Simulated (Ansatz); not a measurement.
Ansatz (a first-principles code) input (HF/cc-pVQZ):

Ansatz 0.2 input:
```yaml
crystal:
  periodic: [false, false, false]
  atoms:
    - {symbol: C, position_ang: [1.62930975, -1.36158193, -0.53645573]}
    - {symbol: B, position_ang: [0.93541043, -0.04497075, -0.03186187]}
    - {symbol: C, position_ang: [1.84686090, 1.15884352, 0.40148868]}
    - {symbol: C, position_ang: [-0.65208395, 0.05908372, 0.03433046]}
    - {symbol: C, position_ang: [-1.17725160, -1.06081615, 0.95659174]}
    - {symbol: C, position_ang: [-1.17048532, 1.40576338, 0.55656633]}
    - {symbol: C, position_ang: [-1.21115156, -0.16504169, -1.38640768]}
    - {symbol: H, position_ang: [2.29837153, -1.73967539, 0.24597110]}
    - {symbol: H, position_ang: [0.96924747, -2.17427558, -0.83947157]}
    - {symbol: H, position_ang: [2.29082721, -1.12589437, -1.37851449]}
    - {symbol: H, position_ang: [1.60900596, 2.04904741, -0.19211916]}
    - {symbol: H, position_ang: [1.63164281, 1.44952620, 1.43598939]}
    - {symbol: H, position_ang: [2.91818349, 0.97008098, 0.31639503]}
    - {symbol: H, position_ang: [-2.27065552, -1.03283639, 0.99775413]}
    - {symbol: H, position_ang: [-0.88275803, -2.05061765, 0.60547284]}
    - {symbol: H, position_ang: [-0.80912427, -0.94447160, 1.97941015]}
    - {symbol: H, position_ang: [-0.82203024, 1.60689506, 1.57179824]}
    - {symbol: H, position_ang: [-0.84605102, 2.23607881, -0.07417046]}
    - {symbol: H, position_ang: [-2.26453234, 1.41721456, 0.57696873]}
    - {symbol: H, position_ang: [-0.91748051, -1.13386151, -1.79247574]}
    - {symbol: H, position_ang: [-0.86797208, 0.60741453, -2.07979214]}
    - {symbol: H, position_ang: [-2.30491584, -0.12727665, -1.37058975]}
basis:
  gaussian:
    orbitals: cc-pVQZ
hamiltonian:
  xc: hf
```

End of the output:

```
integrals: 2.49 GiB planned
2566 factors; their error is unknown
10.29 GiB of device memory are held for the factors and their scratch space
mean field: 12.70 GiB planned
mean field evaluation 1: about -7087.8611 eV, gradient 5.1e1 eV
mean field evaluation 2: about -7093.9441 eV, gradient 2.1e1 eV
mean field evaluation 4: about -7095.1933 eV, gradient 1.4e0 eV
mean field evaluation 8: about -7095.1897 eV, gradient 5.8e-1 eV
mean field -7095.19009851 eV, -260.7434268277 hartree, gradient 2.8e-5 eV, S^2 0.000000; 0 other end points of the search recorded, 0 dependent functions left out
reference -7095.19009851 eV, -260.7434268277 hartree; 28, 28 occupied and 807, 807 virtual orbitals, 2566 factors
Total energy: -7095.19009851 eV, -260.7434268277 hartree
```
